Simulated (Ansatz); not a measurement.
Name a neutral molecule of Al, Br, N, Si and H with HOMO–LUMO gap (ωB97M-V/def2-TZVPP) between 10.50 and 10.80 eV and HOMO energy (B3LYP/def2-TZVPP) between -7.95 and -7.65 eV (Ansatz, PBE0-D4/def2-TZVP geometry).

`[AlH2][NH][SiH2]Br` (10.74 eV, -7.86 eV). Other molecules can fit too; these were computed, each in one conformer that needn't be the lowest.

B3LYP here is the variant with VWN-RPA as its local correlation; programs differ in this.
